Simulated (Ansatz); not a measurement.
Geometry optimisation, RKS PBE0-D4/def2-SVP in Ansatz.

Input file:

```yaml
crystal:
  periodic: [false, false, false]
  atoms:
    - { symbol: Ga, position_ang: [0.0, 0.0, 0.0] }
    - { symbol: C, position_ang: [0.0, 0.0, 1.98] }
    - { symbol: H, position_ang: [-0.9996, -0.3092, 2.3505] }
    - { symbol: H, position_ang: [0.7676, -0.7111, 2.3505] }
    - { symbol: H, position_ang: [0.232, 1.0203, 2.3505] }
    - { symbol: O, position_ang: [1.5501, 0.0, -0.895] }
    - { symbol: H, position_ang: [1.85, -0.9519, -1.0499] }
    - { symbol: H, position_ang: [-1.3596, 0.0, -0.785] }
basis:
  gaussian: { orbitals: def2-SVP }
hamiltonian:
  xc: pbe0
  dispersion: d4
relax:
  f_tol: 0.02
  max_steps: 40
output:
  orbitals: {}
```

Launched with:

```bash
$ ansatz run input.yaml --threads 2 --pin off --max-ram 3072MiB --backend cpu --events-out ev --progress --plain --runs-dir out
```

Task: Where does it end, and by what steps?

Result: The forces met the threshold. After 19 steps the energy has fallen by 0.336 eV; O6 moved furthest, 0.63 Å.

```
step  energy less start (eV)  largest force component (eV/Å)  accepted
   0                  0.0000                           2.129       yes
   1                 -0.0867                           0.859       yes
   2                 -0.1048                           0.278       yes
   3                 -0.1116                           0.231       yes
   4                 -0.1213                           0.224       yes
   5                 -0.1976                           0.600       yes
   6                 -0.2931                           0.441       yes
   7                 -0.3315                           0.078       yes
   8                 -0.3336                           0.081       yes
   9                 -0.3350                           0.035       yes
  10                 -0.3352                           0.022       yes
  11                 -0.3354                           0.036       yes
  12                 -0.3355                           0.037       yes
  13                 -0.3357                           0.046       yes
  14                 -0.3358                           0.042       yes
  15                 -0.3355                           0.061        no
  16                 -0.3359                           0.025       yes
  17                 -0.3352                           0.067        no
  18                 -0.3354                           0.099        no
  19                 -0.3359                           0.018       yes
```

```xyz
8
Properties=species:S:1:pos:R:3
Ga -0.127 0.011 -0.031
C 0.051 -0.022 1.923
H -0.767 -0.614 2.364
H 1.009 -0.451 2.250
H -0.031 0.999 2.329
O 1.238 -0.523 -1.061
H 2.022 -0.815 -0.586
H -1.354 0.464 -0.886
```

Time of the run: 22 s on 2 threads of Intel(R) Xeon(R) 6975P-C (Granite Rapids), on a shared host, peak memory 0.2 GiB.
